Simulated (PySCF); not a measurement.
**Working with the constants of CaN**

UHF-CCSD(T) constants of CaN, ⁴Σ⁻ (quartet), unpaired electrons σ ↑, π ↑↑ (Ca aug-pcseg-1, N aug-pcseg-1; no relativity (PySCF 2.14); masses 39.9626 and 14.0031 u):

| Item | Value |
| --- | --- |
| ωe | 404.5 cm⁻¹ |
| ωexe | 3.99 cm⁻¹ |
| Be | 0.29369 cm⁻¹ |
| αe | 0.00319 cm⁻¹ |
| D (centrifugal) | 6.19e-07 cm⁻¹ |
| De to Ca + N | 0.77 eV |

(1) Give the vibrational terms G(v) and spacings up to v = 6.

(2) How well does the Morse estimate ωe²/(4ωexe) reproduce De, and what is D0?

Correlated steps freeze 6 core orbitals. Correlated levels converge slowly with the basis: in double zeta they bind strong bonds too weakly, by up to about 1 eV, and carry superposition errors of some tenths. The state is the lowest determinant that a PBE0 search found; another state may lie lower at other levels.

## Answers

(1) G(v) = ωe(v+½) − ωexe(v+½)².

```json
{"v": "0", "G(v) (cm⁻¹)": "201", "G(v) − G(v−1)": "", "Bv (cm⁻¹)": "0.2921"}
{"v": "1", "G(v) (cm⁻¹)": "598", "G(v) − G(v−1)": "397", "Bv (cm⁻¹)": "0.2889"}
{"v": "2", "G(v) (cm⁻¹)": "986", "G(v) − G(v−1)": "389", "Bv (cm⁻¹)": "0.2857"}
{"v": "3", "G(v) (cm⁻¹)": "1367", "G(v) − G(v−1)": "381", "Bv (cm⁻¹)": "0.2825"}
{"v": "4", "G(v) (cm⁻¹)": "1739", "G(v) − G(v−1)": "373", "Bv (cm⁻¹)": "0.2793"}
{"v": "5", "G(v) (cm⁻¹)": "2104", "G(v) − G(v−1)": "365", "Bv (cm⁻¹)": "0.2761"}
{"v": "6", "G(v) (cm⁻¹)": "2461", "G(v) − G(v−1)": "357", "Bv (cm⁻¹)": "0.2730"}
```

(2) It gives 1.27 eV, 165 % of the computed De. D0 = De − G(0) = 0.77 − 0.02 = 0.75 eV.
